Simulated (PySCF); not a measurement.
**Electronic absorption of C5H4Cl3F**

Compound: C5H4Cl3F.
Z-matrix (Å and degrees, GFN2-xTB geometry), rows numbered from 1:
```
F 
C   1  1.3737
C   2  1.5111  1  109.28
Cl  3  1.7688  2  110.11  1  -179.91
Cl  3  1.7796  2  110.13  1    60.17
Cl  3  1.7799  2  110.16  1   -60.03
C   2  1.4893  1  118.98  3  -144.99
C   7  1.4981  2   95.87  1   -58.51
C   2  1.4894  1  119.00  3   144.99
H   7  1.0678  2  131.18  9  -126.86
H   8  1.0814  7  116.88  9  -106.92
H   8  1.0815  7  119.19  9   108.78
H   9  1.0679  2  131.26  7   126.83
```

Method: PySCF, TDDFT wB97X-D/def2-SVPD, vertical, gas phase, core orbitals frozen in the response.

**Question.** Predict the UV-vis stick spectrum at this level.

**Answer.** 

```tsv
state	E (eV)	ν̃ (cm⁻¹)	f	|μ| (D)	main configurations (H = HOMO, L = LUMO)
S1	6.56	52930	0.0002	0.09	H-1→L (86%)
S2	6.87	55440	0.011	0.65	H-3→L (27%), H-2→L (24%), H→L (22%)
S3	6.88	55470	0.011	0.66	H-2→L (40%), H-3→L (16%), H→L (13%)
S4	7.15	57660	0.0044	0.41	H-5→L (34%), H-3→L (10%), H→L+1 (9%)
S5	7.21	58120	0.012	0.65	H-1→L+2 (33%), H-1→L+1 (26%), H-5→L (11%)
S6	7.26	58520	0.0078	0.53	H-1→L+1 (32%), H-1→L+2 (24%), H-7→L (11%)
S7	7.60	61290	0.0005	0.13	H→L (38%), H→L+1 (21%), H→L+2 (14%)
S8	7.63	61530	0.014	0.69	H→L+2 (46%), H→L+1 (32%)
```

Triplets, Tamm–Dancoff:

| state | E (eV) | λ (nm) | main configurations (H = HOMO, L = LUMO) |
| --- | --- | --- | --- |
| T1 | 5.95 | 208.4 | H-1→L (76%) |
| T2 | 6.17 | 200.8 | H-2→L (50%), H-4→L (15%) |
| T3 | 6.20 | 200.1 | H-3→L (53%), H→L (14%) |

The lowest singlet lies at 6.56 eV (189 nm, vacuum ultraviolet) and is dark (f under 0.0005); its leading configuration is HOMO-1→LUMO (86%). The strongest level in the table is S8 at 7.63 eV (163 nm, f = 0.014). It is the last of those listed, so stronger ones may follow. S2/S3 lie within about 0.01 eV of each other. Löwdin shares by element: HOMO carbon 66% or more, chlorine 9% or more (atoms not listed hold the other 25%); LUMO chlorine 74%, carbon 23% or more. Orbital energies (eV): HOMO-3 -11.25, HOMO-2 -10.95, HOMO-1 -10.71, HOMO -10.28, LUMO 0.90, LUMO+1 1.50, LUMO+2 1.50. Of the 8 states listed, 4 reach f = 0.01 and 2 stay under 0.0005. The oscillator strengths of these states sum to 0.061; summed over the whole spectrum of an exact calculation they would give the number of electrons, 94 (Thomas–Reiche–Kuhn). The window holds the lowest 8 singlets.
